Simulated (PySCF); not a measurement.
Isomers of C3H11GeNSi, mass 162.987 u with the commonest isotopes. Level of theory: PBE0-D3(BJ)/def2-SVP geometry optimisation, gas phase (PySCF 2.14.0). One conformer each, none proved a minimum here; rigid rotors.

**Question.** Order these by out-of-plane moment Σ m c² = (Ia + Ib − Ic)/2, smallest first.
A. `[SiH3:1][NH:2][GeH2:3][CH:4]1[CH2:5][CH2:6]1` with Si1–N2–Ge3–C4 61°, N2–Ge3–C4–C5 -149°
B. `[GeH3:1][NH:2][SiH2:3][CH:4]1[CH2:5][CH2:6]1` with Ge1–N2–Si3–C4 -33°, N2–Si3–C4–C5 152°
C. `[SiH3:1][N:2]([GeH3:3])[CH:4]1[CH2:5][CH2:6]1` with Si1–N2–C4–C5 -131°
D. `[CH2:1]=[CH:2][CH2:3][GeH2:4][NH:5][SiH3:6]` with C1–C2–C3–Ge4 99°, C2–C3–Ge4–N5 -54°, C3–Ge4–N5–Si6 -150°
E. `[CH2:1]=[CH:2][CH2:3][N:4]([SiH3:5])[GeH3:6]` with C1–C2–C3–N4 120°, C2–C3–N4–Si5 -70°

**Answer.** C (16.23 u·Å²), B (16.94 u·Å²), D (17.69 u·Å²), A (19.91 u·Å²), E (24.79 u·Å²).

**Question.** Order these by rotational constant A, largest first.
A. `[SiH3:1][N:2]([GeH3:3])[CH:4]1[CH2:5][CH2:6]1` with Si1–N2–C4–C5 -131°
B. `[CH2:1]=[CH:2][CH2:3][GeH2:4][NH:5][SiH3:6]` with C1–C2–C3–Ge4 99°, C2–C3–Ge4–N5 -54°, C3–Ge4–N5–Si6 -150°
C. `[SiH3:1][NH:2][GeH2:3][CH:4]1[CH2:5][CH2:6]1` with Si1–N2–Ge3–C4 61°, N2–Ge3–C4–C5 -149°
D. `[CH2:1]=[CH:2][CH2:3][N:4]([SiH3:5])[GeH3:6]` with C1–C2–C3–N4 120°, C2–C3–N4–Si5 -70°
E. `[GeH3:1][NH:2][SiH2:3][CH:4]1[CH2:5][CH2:6]1` with Ge1–N2–Si3–C4 -33°, N2–Si3–C4–C5 152°

**Answer.** E (3327 MHz), C (2859 MHz), B (2644 MHz), D (2581 MHz), A (2240 MHz).

**Question.** Order these by radius of gyration √(Σ m r²/M), smallest first.
A. `[GeH3:1][NH:2][SiH2:3][CH:4]1[CH2:5][CH2:6]1` with Ge1–N2–Si3–C4 -33°, N2–Si3–C4–C5 152°
B. `[SiH3:1][NH:2][GeH2:3][CH:4]1[CH2:5][CH2:6]1` with Si1–N2–Ge3–C4 61°, N2–Ge3–C4–C5 -149°
C. `[CH2:1]=[CH:2][CH2:3][GeH2:4][NH:5][SiH3:6]` with C1–C2–C3–Ge4 99°, C2–C3–Ge4–N5 -54°, C3–Ge4–N5–Si6 -150°

**Answer.** B (1.880 Å), C (1.968 Å), A (2.006 Å).

```tsv
SMILES	point group	Ia (u·Å²)	Ib (u·Å²)	Ic (u·Å²)	κ	μa (D)	μb (D)	μc (D)
[GeH3][NH][SiH2]C1CC1	C1	151.89	521.19	639.21	-0.86	0.37	0.23	0.21
[SiH3][NH][GeH2][CH]1CC1	C1	176.75	419.32	556.25	-0.70	0.78	0.36	0.93
[SiH3][N]([GeH3])C1CC1	C1	225.58	359.28	552.40	-0.26	0.06	0.82	0.17
C=C[CH2][GeH2][NH][SiH3]	C1	191.15	457.71	613.48	-0.69	1.42	0.08	0.05
C=CC[N]([SiH3])[GeH3]	C1	195.83	473.21	619.46	-0.71	0.07	0.77	0.12
```
